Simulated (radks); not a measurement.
Spherical jellium clusters: N electrons in a uniform positive sphere of charge N and radius rs N^(1/3), rs = 2.22 bohr. Method: non-relativistic Kohn-Sham, LDA (Slater exchange, Perdew-Wang correlation), spin-polarised, spherical densities; computed with a radial shooting solver with Libxc functionals. Levels are named by radial order and angular momentum (1s, 1p, 1d, 2s, ...), and open shells are averaged over m.

N = 23, configuration 1s2 1p6 1d10 2s2 1f(up 3, down 0). This is the lowest configuration that the search found. Occupied and some empty levels:

level    occupation  eigenvalue (eV)  <r> (bohr)
1s up             1          -11.150       3.814
1s down           1          -10.965       3.738
1p up             3          -8.7296       4.658
1p down           3          -8.4473       4.613
1d up             5          -5.8636       5.334
1d down           5          -5.5266       5.318
2s up             1          -4.9599       4.839
2s down           1          -4.7438       4.874
1f up             3          -2.7400       6.071
1f down           0          -2.3894       6.104
2p up             0          -2.0623       6.629
2p down           0          -1.8642       6.734
2d up             0         -0.16844       10.60
2d down           0        -0.063621       11.41

Energy (eV): total -14.5685, kinetic 113.79, external -2636.4, Hartree 1274.8, exchange-correlation -134.74, background 1368.0.
